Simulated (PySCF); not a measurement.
Molecule: `InChI=1S/C5H8O2/c1-4-7-5(2)6-3/h4H,1-2H2,3H3`.

Cartesian coordinates in Å; atom numbers follow the order of the lines, from 1:
```xyz
15

C     3.012   -0.922   -0.134
C     1.715   -0.729    0.039
O     1.075    0.303   -0.583
C    -0.253    0.513   -0.411
C    -0.824    1.536   -1.042
O    -0.857   -0.386    0.415
C    -2.236   -0.233    0.643
H     3.516   -1.733    0.354
H     3.592   -0.275   -0.766
H     1.108   -1.364    0.669
H    -0.218    2.163   -1.664
H    -1.866    1.768   -0.959
H    -2.513   -1.040    1.320
H    -2.454    0.731    1.111
H    -2.803   -0.324   -0.288
```

Frames of a GFN2-xTB Langevin trajectory at 300 K; GIAO PBE0/pcSseg-1 shieldings in PySCF 2.14, gas phase, non-relativistic; equivalent atoms averaged within each frame.

References, each an isolated molecule treated in the same way: 13C (186.93 ppm) and 1H (31.72 ppm) against TMS; H2O for 17O (336.08 ppm). The references are static minima.

How do the shifts (ppm) fluctuate along the trajectory?

Answers


```
         time (fs)     C4     C2     C1    C5    C7     O3     O6   H10    H9    H8
               250  176.6  151.1   97.7  68.8  59.2  207.0   97.9  6.97  4.69  4.63
               425  168.2  151.9  105.4  64.8  69.8  176.0  121.6  7.71  4.98  5.77
               625  175.2  161.8   97.9  68.2  53.9  204.9  119.6  7.96  5.17  4.06
               800  168.3  159.9  103.9  61.1  62.8  211.4  113.4  6.85  4.74  5.14
              1000  169.7  155.3  102.7  62.9  54.2  194.0  116.6  8.14  4.87  4.27
    mean of frames  171.6  156.0  101.5  65.2  60.0  198.6  113.8  7.52  4.89  4.77
standard deviation    4.0    4.8    3.5   3.3   6.6   14.2    9.4  0.59  0.19  0.69
```

5 frames give an uncertainty of the mean of about the standard deviation over 2.2 at best, since frames this close in time may not be independent; classical motion lacks zero-point vibration, and the reference would need the same averaging.
